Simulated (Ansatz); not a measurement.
Computed with Ansatz.

Basis-set series for `B/C=C(/N)F`. Total charge 0; spin multiplicity 1. All single points use the PBE0-D4/def2-TZVP geometry. It is one conformer, not always the lowest.

Z-matrix (Å, degrees):
```
B
C 1 1.499
H 1 1.197 2 121.0
H 1 1.198 2 120.0 3 179.9
C 2 1.357 1 123.5 3 -0.1
H 2 1.087 1 122.2 3 179.9
F 5 1.325 2 121.7 1 -0.3
N 5 1.342 2 128.1 1 178.7
H 8 1.004 5 119.7 2 172.4
H 8 1.003 5 119.6 2 6.5
```

```json
{"functional": "PBE0-D4", "basis": "def2-SVP", "functions": "95", "energy (Eh)": "-258.16342", "HOMO (eV)": "-6.76", "LUMO (eV)": "-0.84"}
{"functional": "PBE0-D4", "basis": "def2-QZVPP", "functions": "435", "energy (Eh)": "-258.47584", "HOMO (eV)": "-6.90", "LUMO (eV)": "-1.08"}
{"functional": "ωB97M-V", "basis": "def2-SVP", "functions": "95", "energy (Eh)": "-258.34171", "HOMO (eV)": "-8.87", "LUMO (eV)": "1.20"}
{"functional": "ωB97M-V", "basis": "def2-QZVPP", "functions": "435", "energy (Eh)": "-258.66450", "HOMO (eV)": "-9.03", "LUMO (eV)": "0.80"}
```

Give the rows for def2-TZVPP. (Estimate.)

The calculation gave: 
| functional | basis | functions | energy (Eh) | HOMO (eV) | LUMO (eV) |
| --- | --- | --- | --- | --- | --- |
| PBE0-D4 | def2-TZVPP | 225 | -258.46170 | -6.87 | -1.02 |
| ωB97M-V | def2-TZVPP | 225 | -258.65132 | -9.00 | 0.92 |

Positive LUMOs are unbound and depend on the basis.
